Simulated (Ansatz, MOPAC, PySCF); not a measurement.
Potential energy curve for Al2(mu-H)2(OH)4, H6Al2O4, singlet. The Al1–O11 bond (Al1 also carries Al, H, H, O; O11 carries H) is pulled apart rigidly from the PBE0/def2-SVP optimised geometry.

Methods: RKS-B3LYP/6-31G* = restricted B3LYP/6-31G*, spherical d run with PySCF; RKS-LDA (SVWN5)/6-31G* = restricted LDA (SVWN5)/6-31G*, spherical d in PySCF; AM1, restricted, heats of formation (MOPAC); UCCSD(T) = CCSD(T) on UHF/cc-pVDZ, frozen core (Ansatz, an electronic-structure program).

Energies relative to the lowest point of each curve near equilibrium, in kJ/mol; the last columns give the difference from UCCSD(T):

```csv
R / Å,RKS-B3LYP/6-31G*,RKS-LDA (SVWN5)/6-31G*,AM1,UCCSD(T),RKS-B3LYP/6-31G* − UCCSD(T),RKS-LDA (SVWN5)/6-31G* − UCCSD(T),AM1 − UCCSD(T)
1.40,218.5,206.4,216.7,249.9,-31.5,-43.5,-33.2
1.50,80.8,74.3,95.0,99.3,-18.5,-25.0,-4.3
1.59,21.1,18.1,29.9,30.4,-9.3,-12.3,-0.5
1.63,8.1,6.3,13.0,13.9,-5.8,-7.6,-0.9
1.70,0.0,0.0,0.0,0.6,-0.6,-0.6,-0.6
1.74,1.9,2.8,1.4,0.0,1.9,2.8,1.4
1.83,18.7,21.2,24.0,12.3,6.4,8.9,11.7
1.92,47.2,51.0,64.2,37.9,9.3,13.1,26.3
2.03,90.9,95.7,117.4,79.7,11.2,16.0,37.7
2.26,192.0,197.4,196.3,181.4,10.6,16.1,15.0
2.50,291.0,295.5,281.6,286.5,4.5,9.0,-4.9
2.81,395.8,397.5,403.9,396.2,-0.3,1.4,7.8
3.17,485.4,482.9,508.6,469.1,16.3,13.8,39.5
3.56,552.6,545.1,581.9,491.6,61.0,53.5,90.3
4.12,613.4,599.2,643.4,498.6,114.8,100.6,144.8
4.86,656.4,634.5,687.0,501.2,155.2,133.3,185.8
```

RKS-B3LYP/6-31G* is furthest from UCCSD(T) at 4.86 (155.2 kJ/mol, above); its mean absolute difference over the points is 28.6 kJ/mol.

RKS-LDA (SVWN5)/6-31G* is furthest from UCCSD(T) at 4.86 (133.3 kJ/mol, above); its mean absolute difference over the points is 28.6 kJ/mol.

AM1 is furthest from UCCSD(T) at 4.86 (185.8 kJ/mol, above); its mean absolute difference over the points is 37.8 kJ/mol.

The restricted form behind RKS-B3LYP/6-31G*, RKS-LDA (SVWN5)/6-31G*, AM1 keeps the bonding electrons paired and can't separate into open-shell fragments. The unrestricted solution behind UCCSD(T) changes between 2.50 and 2.81 Å, which can leave a kink. The unrestricted determinant behind UCCSD(T) is spin-contaminated at 2.50 to 4.86 Å (<S²> up to 1.0, against 0.00 for a pure singlet).
